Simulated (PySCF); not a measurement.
A structure optimised at B3LYP-D3(BJ)/def2-TZVP, used in a PySCF frequency run:

```xyz
7

C     -0.0626    -1.3134     0.0000
N      0.4565    -0.2178     0.0000
C     -0.1441     1.1103     0.0000
H     -1.1188    -1.6270     0.0000
H      0.2006     1.6518    -0.8810
H      0.2006     1.6518     0.8810
H     -1.2381     1.0667     0.0000
```
Charge 0, spin multiplicity 2.

Write its SMILES, formula and point group.

[CH]=NC, C₂H₄N, Cs

What are its rotational constants (standard atomic weights)?

66.920, 10.771, 9.8436 GHz
